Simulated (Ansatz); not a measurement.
Gas-phase electronic energies from Ansatz, PBE0-D4/def2-TZVP geometries. CBS: MP2 limit from def2 TZ/QZ plus the TZ coupled-cluster correction, frozen cores. Double bonds are as drawn, so ΔE can hold a change between cis and trans. DFT in def2-TZVPP. One conformer a species, not always the lowest.

Reaction (formal exchange of groups at the Si–Si bond): `B[Si](O)(F)[SiH3]` + `C/C=N/O` → `C/C=N\[SiH3]` + `B[Si](O)(O)F`

`B[Si](O)(F)[SiH3]`:

Z-matrix (Å, degrees):
```
Si
O 1 1.644
F 1 1.610 2 108.4
B 1 2.003 2 109.2 3 122.7
Si 1 2.365 2 111.1 3 -115.3
H 2 0.959 1 118.0 3 60.3
H 4 1.195 1 121.4 2 -146.2
H 4 1.195 1 120.2 2 40.4
H 5 1.488 1 110.4 2 -67.2
H 5 1.487 1 111.4 2 172.0
H 5 1.491 1 109.1 2 51.8
```

`C/C=N/O`:

Cartesian coordinates in Å:
```
C -0.768 -0.910 -0.633
C 0.305 0.011 -0.183
N 0.130 0.741 0.836
O 1.238 1.530 1.100
H -0.414 -1.945 -0.633
H -1.635 -0.832 0.023
H -1.074 -0.675 -1.657
H 1.247 0.057 -0.733
H 0.971 2.022 1.881
```

`C/C=N\[SiH3]`:

Cartesian coordinates in Å:
```
C 1.245 -0.988 -0.070
C 0.120 -0.749 0.885
N -0.815 0.090 0.805
Si -1.212 1.288 -0.377
H 2.200 -0.854 0.448
H 1.222 -2.027 -0.412
H 1.206 -0.324 -0.933
H 0.137 -1.410 1.766
H -0.305 1.400 -1.560
H -1.222 2.599 0.319
H -2.576 0.976 -0.872
```

`B[Si](O)(O)F`:

Z-matrix (Å, degrees):
```
Si
O 1 1.639
O 1 1.626 2 106.5
B 1 2.005 2 115.3 3 -123.7
F 1 1.605 2 107.6 3 118.6
H 2 0.958 1 118.1 3 -166.9
H 3 0.959 1 118.0 2 37.5
H 4 1.194 1 122.5 2 137.3
H 4 1.196 1 120.0 2 -43.6
```

| level | ΔE (eV) |
| --- | --- |
| PBE-D4 | -2.97 |
| PBE0-D4 | -3.20 |
| ωB97M-V | -3.46 |
| B2PLYP | -3.49 |
| r2SCAN | -3.31 |
| PBE0 | -3.19 |
| MP2/def2-QZVPP | -3.72 |
| CCSD/CBS(def2) | -3.56 |

(1) What does CCSD(T)/CBS give? (Estimate.)

Largest T1 diagnostic among the species: 0.013.

Results:

(1) The calculation gave: -3.49 eV. The listed levels differ from it by 0.52, 0.29, 0.03, 0.00, 0.18, 0.30, -0.23, -0.07 eV.

In def2-TZVPP, CCSD(T) changes the Hartree–Fock value by +0.40 eV (the triples alone add +0.07 eV) and MP2 by +0.16 eV. From PBE to PBE0 (25 % exact exchange), in def2-TZVPP and without D4, ΔE moves by −0.23 eV.
